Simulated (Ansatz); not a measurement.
Ansatz (a quantum-chemistry and plane-wave program) input (PBE0/6-31G*):

Ansatz 0.2 input:
```yaml
crystal:
  periodic: [false, false, false]
  atoms:
    - {symbol: F, position_ang: [1.85274458, -0.39276829, 0.79114800]}
    - {symbol: C, position_ang: [0.58715600, -0.19005286, 0.28100164]}
    - {symbol: C, position_ang: [-0.48129565, -1.12664650, 0.36175010]}
    - {symbol: C, position_ang: [-1.44671651, -0.41940999, -0.28253253]}
    - {symbol: O, position_ang: [-1.05503281, 0.86674054, -0.74741907]}
    - {symbol: C, position_ang: [0.25253816, 0.96157738, -0.36083205]}
    - {symbol: H, position_ang: [-2.48018408, -0.62290429, -0.52873524]}
    - {symbol: H, position_ang: [0.77565331, 1.87108639, -0.60856718]}
basis:
  gaussian:
    orbitals: 6-31G*
hamiltonian:
  xc: {name: PBE0}
total_charge: -1
```

Output:

```
Functional definition: PBE0
integrals: 0.04 GiB planned
1039 factors; their error is unknown
0.17 GiB of the device are held for the grids
0.31 GiB of device memory are held for the factors and their scratch space
mean field: 0.27 GiB planned
mean field evaluation 1: about -8928.4706 eV, gradient 3.9e1 eV
mean field evaluation 2: about -8924.5686 eV, gradient 5.5e1 eV
mean field evaluation 4: about -8931.9354 eV, gradient 5.6e0 eV
mean field evaluation 8: about -8932.0030 eV, gradient 1.4e-1 eV
mean field evaluation 16: about -8931.9737 eV, gradient 1.7e-4 eV
mean field -8931.97367870 eV, -328.2439783830 hartree, gradient 8.1e-5 eV, S^2 0.000000; 0 other end points of the search recorded, 0 dependent functions left out
reference -8931.97369289 eV, -328.2439789045 hartree; 22, 22 occupied and 72, 72 virtual orbitals, 1039 factors
Total energy: -8931.97369289 eV, -328.2439789045 hartree
```

It need not be the lowest isomer of its formula. Whether it binds its extra electron was not tested at this geometry.
